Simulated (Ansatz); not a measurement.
`[NH2][Sn][Br]`. The species carries charge 0 and has multiplicity 1. Sn takes the def2 core potential.

| atom | x (Å) | y (Å) | z (Å) |
| --- | --- | --- | --- |
| N1 | 0.7875 | 0.0700 | -0.0778 |
| Sn2 | -0.8903 | 1.1147 | -0.4123 |
| Br3 | -2.4105 | -0.7309 | 0.4539 |
| H4 | 0.7960 | -0.8608 | 0.3125 |
| H5 | 1.7172 | 0.4069 | -0.2763 |

Problem. List the harmonic frequencies (cm⁻¹, unscaled) at PBE0-D4/def2-TZVP in Ansatz. (Estimate.)

Solution. The calculation gave: 146, 232, 362, 446, 616, 651, 1535, 3569, 3688.

Problem. Is this a minimum?

Solution. Yes, all 9 modes are real.

Problem. Give the ideal-gas thermochemistry at 298.15 K and 1 bar (rigid rotor, harmonic oscillator; point group Cs, symmetry number 1).

Solution. Zero-point energy 67.3 kJ/mol; H(298) − E = 82.6 kJ/mol; entropy 320.9 J/(mol·K), of which translation 175.8, rotation 114.5, vibration 30.6; G(298) − E = -13.1 kJ/mol.
